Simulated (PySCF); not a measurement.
Input of a response calculation (the driver script's job line, then coordinates in Å):

```
{"job": {"kind": "uv", "xc": "CAM-B3LYP", "basis": "def2-SVPD", "nstates": 8, "ntriplets": 3}, "charge": 0, "multiplicity": 1}
C      3.648011    -0.240749     0.691519
C      2.344499    -0.428090     0.095156
C      1.258905    -0.585536    -0.405370
Si    -0.415152    -0.799782    -1.150872
N     -1.621944     0.061947    -0.212404
Al    -2.990080    -0.865857     0.512609
Si    -1.453349     1.785199    -0.007110
H      3.562666    -0.226868     1.777986
H      4.312511    -1.053363     0.398303
H      4.076738     0.704086     0.357935
H     -0.848251    -2.212426    -1.077132
H     -0.391637    -0.289226    -2.526562
H     -4.287257    -1.133842    -0.284224
H     -2.913196    -1.430040     1.949250
H     -0.197299     2.095268     0.679357
H     -2.620208     2.178404     0.802891
H     -1.471956     2.452904    -1.312318
```

Its output, with some lines taken out ([cut]) and without the SCF cycles:

```
converged SCF energy = -996.0410066169

[cut]

Singlet excitations
state   eV       nm        f      main configurations
[cut]
  2   5.8276    212.8   0.01215   H->L+1 0.58, H-1->L+1 0.19
  3   5.8904    210.5   0.00898   H-1->L+1 0.38, H->L+1 0.33
[cut]
  5   6.1779    200.7   0.00497   H-2->L+1 0.25, H-3->L 0.23, H-1->L+3 0.14
  6   6.2549    198.2   0.00140   H-2->L+3 0.38, H-1->L+3 0.09, H-2->L+9 0.08
  7   6.6829    185.5   0.00488   H-4->L 0.34, H-1->L 0.27, H-2->L 0.26
[cut]

[cut]
```

The calculation used PySCF 2.14.0, density-fitted response routines, TDDFT CAM-B3LYP/def2-SVPD, vertical, gas phase, core orbitals frozen in the response. The structure is a single GFN2-xTB conformer in the gas phase; no vibrational or solvent corrections. The groups on Al6 and N5 stand twisted against each other at this level; a DFT optimisation may well turn them into one plane, so the geometry is suspect.

Task: Restore the lines that were cut, in order.

Result: 
```
Static polarisability (au): isotropic 119.260, principal 102.796 106.858 148.125
  1   4.7740    259.7   0.00000   H->L 0.93
  4   6.1551    201.4   0.00175   H-3->L 0.68
  8   6.7429    183.9   0.00934   H->L+3 0.56, H->L+2 0.10, H-1->L 0.08
Triplet excitations (Tamm-Dancoff, eV): 4.5594 4.9938 5.3901
```

Task: Give the mean polarisability in Å³.

Result: 119.26 au × 0.148185 = 17.67 Å³.

Task: Which orbital energies lie behind H and L?

Result: HOMO -8.54 eV and LUMO -0.34 eV, a gap of 8.20 eV; state 1 differs from that by -3.42 eV.

Task: How many basis functions and electrons does this run hold?

Result: 232 basis functions for 76 electrons in 38 doubly occupied orbitals.

Task: Which species is it?

Result: `CC#C[SiH2][N]([AlH2])[SiH3]` (C3H10AlNSi2), point group C1.

H and L stand for HOMO and LUMO.

Hardware: one thread of an Intel Xeon Platinum 8259CL at 2.50 GHz, no GPU (shared host). Cost: 78 s of wall time (with the writing of density and orbital grids), 1.0 GiB resident at most.
